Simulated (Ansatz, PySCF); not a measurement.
Gas-phase reaction in SMILES: NB(N)Cl -> [NH-]B(N)Cl + H+
Geometries: B3LYP-D3(BJ)/def2-TZVP minima from Ansatz (an electronic-structure program), one conformer each, not searched for the lowest. Frequencies are from Ansatz or PySCF.

Wanted: gas-phase deprotonation energy (enthalpy at 298 K, with B3LYP-D3(BJ) rigid-rotor harmonic-oscillator terms), in eV. Valence correlation only, unless marked. No spin-orbit coupling. Non-relativistic. Anions need diffuse functions: aug- sets have them; def2-D sets add few; the other sets have none. CBS marks a two-point X^-3 extrapolation of the correlation energy; Hartree-Fock from the larger set. The bracket is a focal-point correction in the basis named.

RI-MP2/CBS(aug-cc-pV(T+d)Z,aug-cc-pV(Q+d)Z)+[CCSD(T)-MP2]/aug-cc-pV(T+d)Z (Ansatz) gives 16.13 eV.

Question: Another calculation gave 16.11 eV. Which level was it?
A. B2GP-PLYP/def2-TZVPD (Ansatz)
B. PBE/def2-TZVPD (Ansatz)
C. SVWN5/def2-TZVPD (Ansatz)
D. r2SCAN0/def2-TZVPD (Ansatz)

Answer: A, B2GP-PLYP/def2-TZVPD (Ansatz). The others give 16.25 (r2SCAN0), 16.00 (PBE), 15.81 (SVWN5) eV.
